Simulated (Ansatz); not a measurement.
## Computed against measured: atomisation enthalpy at 298 K

6 molecules with oxygen; the atomisation enthalpy at 298 K in kJ/mol, computed less measured. Shapes, held fixed at every level: PBE0-D4/def2-TZVP. Flexible molecules stand in one conformer, not always the lowest. Thermal terms are harmonic and unscaled (PBE0-D4/def2-TZVP); the spin-orbit lowering of the free atoms is taken from their spectra. Programs: Ansatz 0.2.0. Measured values: Active Thermochemical Tables, CRC Handbook of Chemistry and Physics, NIST-JANAF tables.

Levels: A = BHLYP-D4/def2-TZVPP; B = r2SCAN0-D4/def2-TZVPP; C = CCSD/def2-TZVPP.

```tsv
molecule	from tabulated heats	A	B	C
BOF (fluoro(oxo)borane)	1501	-117	-71	-108
CO2 (carbon dioxide)	1609	-136	-63	-111
C3H4O3 (ethylene carbonate)	4279	-227	-89	-227
C3H4F4O (2,2,3,3-tetrafluoro-1-propanol)	4651	-252	-102	-222
C4H8O (tetrahydrofuran)	5045	-156	-58	-201
C4H10OS (diethyl sulfoxide)	5779	-197	-74	-264
```

(1) Sum up the errors.

## Answers

(1) 
| level | kind | mean error | mean absolute error | worst case |
| --- | --- | --- | --- | --- |
| BHLYP-D4/def2-TZVPP | global hybrid | -180.8 | 180.8 | C3H4F4O |
| r2SCAN0-D4/def2-TZVPP | global hybrid | -76.2 | 76.2 | C3H4F4O |
| CCSD/def2-TZVPP | coupled cluster or CI | -188.8 | 188.8 | C4H10OS |

On this set r2SCAN0-D4/def2-TZVPP has the smallest mean absolute error and CCSD/def2-TZVPP the largest. Without C4H10OS the largest would be that of BHLYP-D4/def2-TZVPP. BHLYP-D4/def2-TZVPP is too low in 6 of 6; r2SCAN0-D4/def2-TZVPP is too low in 6 of 6; CCSD/def2-TZVPP is too low in 6 of 6. The heats of C3H4F4O come from older tables and can be uncertain by 10 kJ/mol or more. The tabulated value of BOF is in doubt (older tables, estimates, or at odds with other calculations) and kept here. Over the 5 molecules whose values aren't doubted the mean absolute errors are A 193.6; B 77.2; C 205.0. The largest two are near a tie. Correlated wave functions converge slowly with the basis. CCSD also lacks the triples, which bind further. The set is small.
